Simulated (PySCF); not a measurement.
Computed IR spectrum (relative IR intensity) of a molecule C₃H₆FNSi. Coordinates come from a PBE0-D3(BJ)/def2-SVP optimisation. The values are those of a single conformer. Calculation: PBE0-D3(BJ)/def2-SVP in PySCF 2.14.0. Frequencies are harmonic and unscaled.

```tsv
ν (cm⁻¹)	relative intensity
180	2.1
218	3.8
256	16
309	5.9
437	4.2
504	9.1
612	3.5
663	17
726	26
755	18
851	12
881	100
904	77
945	16
957	37
1122	4.4
1173	6.9
1627	12
2232	3.4
2257	29
2270	53
3489	33
3621	3.2
```

Q: Pick the molecule that these values belong to.
A. C=C/C=N/[SiH2]F
B. C#C[C@H](N)[SiH2]F
C. C=C=C(N)[SiH2]F
D. F[C@H]1CC([SiH3])=N1

A: B, C#C[C@H](N)[SiH2]F
